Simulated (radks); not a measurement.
As, 33 electrons, occupied as [Ar] 3d10 4s2 4p3 (the NIST ground configuration).

Method: Dirac Kohn-Sham, relativistic LDA (MacDonald-Vosko exchange, VWN5 correlation), spin-unpolarised, spherical densities, finite nucleus; open shells fill j = l - 1/2 first; Fermi nuclear charge, rms radius 4.0968 fm; computed with a radial shooting solver on a logarithmic mesh with Libxc functionals.

Energy parts (Ry):
| part | energy |
|---|---|
| total | -4511.44560 |
| kinetic | 4602.98315 |
| electron-nucleus | -10892.94199 |
| Hartree | 1935.26330 |
| exchange-correlation | -156.75006 |

Orbitals (lengths in bohr, moments of r in powers of bohr; <r^-3> diverges for s and p1/2):
orbital  occ.  eigenvalue (Ry)  <r^-3>  small-component weight
1s1/2       2        -856.7384       -                1.42e-02
2s1/2       2        -108.7755       -                2.77e-03
2p1/2       2        -97.37382       -                2.77e-03
2p3/2       4        -94.70551    1059                2.71e-03
3s1/2       2        -13.87925       -                6.46e-04
3p1/2       2        -10.03022       -                5.98e-04
3p3/2       4         -9.66180   147.4                5.81e-04
3d3/2       4         -3.03119   17.30                4.56e-04
3d5/2       6         -2.97757   16.78                4.51e-04
4s1/2       2         -1.07212       -                8.13e-05
4p1/2       2         -0.40212       -                4.89e-05
4p3/2       1         -0.38155   8.235                4.69e-05

The highest occupied level is 4p3/2 at -5.191 eV. The electron density at the nucleus is 3.521e+04 e/bohr^3. Summed over all electrons, <r^2> = 41.24 bohr^2, which gives a Langevin (diamagnetic) susceptibility term of -32.7 x 10^-6 cm^3/mol. For comparison, the ionisation energy in NIST's Atomic Spectra Database is 9.789 eV (measured). In exact Kohn-Sham theory the highest level is minus the ionisation energy, but local and semilocal functionals leave it too shallow, through self-interaction and a potential that decays too fast; potentials with the right tail come closer. The density falls to 0.001 e/bohr^3 at r = 4.39 bohr.

Beside tabulated values, note that spin-unpolarised runs miss the spin-polarisation part of the exchange energy of open shells.
